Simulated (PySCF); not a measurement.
The vertical singlet excitations below were computed for one of the candidates. Method used: TDDFT CAM-B3LYP/def2-SVPD, vertical, gas phase, core orbitals frozen in the response in PySCF. Geometries: GFN2-xTB, one conformer each.

| state | ν̃ (cm⁻¹) | f | main configurations (H = HOMO, L = LUMO) |
| --- | --- | --- | --- |
| S1 | 29110 | 0.145 | H→L (97%) |
| S2 | 40630 | 0.0001 | H→L+1 (44%), H→L+3 (24%), H→L+2 (12%) |
| S3 | 43260 | 0.0042 | H→L+3 (60%), H→L+1 (35%) |
| S4 | 44020 | 0.0044 | H→L+2 (78%) |
| S5 | 45440 | 0.0008 | H-2→L (88%) |
| S6 | 47530 | 0.038 | H-1→L (92%) |
| S7 | 47820 | 0.0063 | H→L+4 (86%) |
| S8 | 50980 | 0.014 | H→L+6 (63%), H→L+8 (25%), H-4→L (8%) |

Triplets computed (Tamm–Dancoff): 2.16, 4.37, 4.75 eV.

Orbital energies (eV): HOMO-3 -10.50, HOMO-2 -9.66, HOMO-1 -9.27, HOMO -6.87, LUMO -0.41, LUMO+1 1.06, LUMO+2 1.26.

Problem. Which candidate is it?
A. `C1C=C([SiH2]C=1)SC`
B. `C/C=C\C=C/O[SiH3]`
C. `Sc1ccccc1`

Solution. A. Its S1, at 3.61 eV, is the lowest among the candidates; the nearest of the others has S1 at 5.07 eV. S1 is HOMO→LUMO (97%). Löwdin shares by element: HOMO carbon 46% or more, sulfur 34% (atoms not listed hold the other 20%); LUMO carbon 70% or more (atoms not listed hold the other 30%). At the same level the other candidates give, for their lowest levels:
- `C/C=C\C=C/O[SiH3]`: 5.40 eV (f 0.870); 5.53 eV (f 0.002); 6.28 eV (f 0.001); 6.29 eV (f 0.013); 6.65 eV (f 0.007); T1 3.04 eV; HOMO -7.19, LUMO 0.61 eV
- `Sc1ccccc1`: 5.07 eV (f 0.011); 5.18 eV (f 0.002); 5.52 eV (f 0.222); 5.99 eV (f 0.020); 6.56 eV (f 0.172); T1 3.91 eV; HOMO -7.60, LUMO 0.62 eV

The values belong to the conformer `[CH3:1][S:2][C:3]1=[CH:4][CH:5]=[CH:6][SiH2:7]1`: C1–S2–C3–C4 179°.
